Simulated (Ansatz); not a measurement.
Molecule: sum formula SnOF₂, charge 1, multiplicity 2. 
Coordinates optimised at B3LYP-D3(BJ)/def2-TZVP (Ansatz, an electronic-structure program):
```xyz
4

Sn     0.0271    -0.0087    -0.0065
O      1.8307    -0.5915    -0.4422
F     -0.7592    -0.3742     1.6356
F     -1.0184     0.9485    -1.2062
```
Charge +1, spin multiplicity 2.

Basis-set convergence of Hartree-Fock and CCSD correlation energies (hartree) with Ansatz. Valence correlation only, unless marked. Open shells are spin-unrestricted. Spin-orbit coupling is left out. Frozen are the shells of the preceding noble gas and the d and f shells that filled before the atom's block. Past Kr the def2 sets carry scalar-relativistic core potentials.

```csv
basis,functions,E(HF),"E(corr, CCSD)"
def2-SVPD,101,-486.51627,-0.63200
def2-TZVPPD,176,?,?
```

### Question
Complete the blanks.

### Answer

- def2-TZVPPD, E(HF): -486.87460
- def2-TZVPPD, E(corr, CCSD): -0.78806
